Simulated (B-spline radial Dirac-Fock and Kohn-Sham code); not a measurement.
## What relativity does to the binding energies of Gd³⁸⁺

System: the Gd³⁸⁺ ion in the configuration [Ar] 3d8.

Both columns are ΔSCF binding energies of the configuration average from a radial finite-basis atomic code: non-relativistic Hartree-Fock with a point nucleus, and Dirac-Fock with a finite nucleus and the Coulomb interaction alone, averaged over the two j levels with weights 2j+1.

| shell | Hartree-Fock (eV) | Dirac-Fock (eV) | shift (eV) | shift (%) |
| --- | --- | --- | --- | --- |
| 1s | 49263.5 | 52276.6 | +3013.04 | +6.12 |
| 2s | 9383.0 | 10177.3 | +794.24 | +8.46 |
| 2p | 9004.0 | 9270.2 | +266.18 | +2.96 |
| 3s | 3297.3 | 3506.2 | +208.85 | +6.33 |
| 3p | 3131.3 | 3215.2 | +83.95 | +2.68 |
| 3d | 2847.4 | 2847.7 | +0.39 | +0.01 |

Relativity binds 1s, 2s, 2p, 3s, 3p, 3d more strongly, among those listed most of all 2s in relative terms.

Values without a named source are computed, but for edge energies of neutral atoms, which are taken from tables.
